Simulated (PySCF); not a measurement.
Mayer bond orders and bond lengths

Compound: C7H13B.
Numbering: `[CH2:1]=[CH:2][C@H:3]1[CH2:4][BH:5][CH2:6][CH2:7][CH2:8]1` (hydrogens: H9, H10 on C1; H11 on C2; H12 on C3; H13, H14 on C4; H15 on B5; H16, H17 on C6; H18, H19 on C7; H20, H21 on C8)

Structure used (PBE0-D3(BJ)/def2-SVP), in Å, numbered top down from 1:
```
atom  x, y, z in Å
C1     2.735    0.659    1.034
C2     2.100    0.605   -0.138
C3     0.621    0.481   -0.365
C4     0.308   -0.760   -1.220
B5    -1.193   -1.195   -1.270
C6    -2.182   -0.700   -0.165
C7    -1.717    0.527    0.619
C8    -0.220    0.502    0.910
H9     3.825    0.732    1.079
H10    2.205    0.633    1.990
H11    2.701    0.631   -1.057
H12    0.320    1.365   -0.964
H13    0.796   -1.649   -0.760
H14    0.768   -0.699   -2.221
H15   -1.556   -2.016   -2.089
H16   -2.222   -1.587    0.508
H17   -3.217   -0.605   -0.532
H18   -2.279    0.629    1.563
H19   -1.947    1.438    0.037
H20    0.054    1.379    1.519
H21    0.025   -0.387    1.522
```

Bond orders from the PBE0/pcSseg-1 density (PySCF). Isolated species at its PBE0-D3(BJ)/def2-SVP geometry (one conformer only).

Q: How far do the computed orders between heavy atoms stray from the drawn ones?

A: The largest departure is 0.045, at C7–C8 (drawn single, 1.045).

Q: Give the Mayer order of every bond between heavy atoms, beside its length.

A: 
```json
{"bond": "C1–C2", "drawn as": "double", "length (Å)": "1.334", "Mayer order": "2.000"}
{"bond": "C2–C3", "drawn as": "single", "length (Å)": "1.502", "Mayer order": "1.029"}
{"bond": "C3–C4", "drawn as": "single", "length (Å)": "1.539", "Mayer order": "0.999"}
{"bond": "C4–B5", "drawn as": "single", "length (Å)": "1.564", "Mayer order": "1.003"}
{"bond": "B5–C6", "drawn as": "single", "length (Å)": "1.563", "Mayer order": "1.012"}
{"bond": "C6–C7", "drawn as": "single", "length (Å)": "1.529", "Mayer order": "1.039"}
{"bond": "C7–C8", "drawn as": "single", "length (Å)": "1.526", "Mayer order": "1.045"}
{"bond": "C8–C3", "drawn as": "single", "length (Å)": "1.527", "Mayer order": "1.019"}
```

Bonds between the same two heavy elements. C–C: lowest C3–C4 (0.999, 1.539 Å), highest C1–C2 (2.000, 1.334 Å). B–C: all 2 within 0.02 of one another (1.003 to 1.012).

Q: And the bonds to hydrogen?

A: C–H: 0.91 to 0.96 (12 bonds); B–H: 0.98 (1 bond).

Q: Sum the orders of all bonds at each heavy atom with more than one neighbour and set the sums beside the valence in the SMILES.

A: C1 3.890 (drawn 4), C2 3.985 (drawn 4), C3 3.971 (drawn 4), C4 3.851 (drawn 4), B5 2.998 (drawn 3), C6 3.903 (drawn 4), C7 3.990 (drawn 4), C8 3.945 (drawn 4). Orders between atoms that aren't bonded are not in these sums.

Mayer orders depend on the basis set.
